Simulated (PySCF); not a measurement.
FGeH4NO2, SMILES [NH2][Ge]([OH])([OH])[F].

Coordinates come from a PBE0-D3(BJ)/def2-SVP optimisation. The values are those of a single conformer.

Computed with PBE/def2-TZVP run with PySCF.

Symmetry labels are those of the subgroup Cs that the program uses (full group Cs).

Computed valence orbital energies around the gap with their symmetry:
```tsv
orbital	symmetry	energy (eV)
HOMO−7	A'	-10.74
HOMO−6	A"	-9.75
HOMO−5	A'	-9.51
HOMO−4	A'	-8.73
HOMO−3	A"	-8.30
HOMO−2	A'	-7.86
HOMO−1	A"	-7.46
HOMO	A'	-6.72
LUMO	A'	-1.12
LUMO+1	A'	0.53
LUMO+2	A"	0.61
LUMO+3	A'	1.33
```
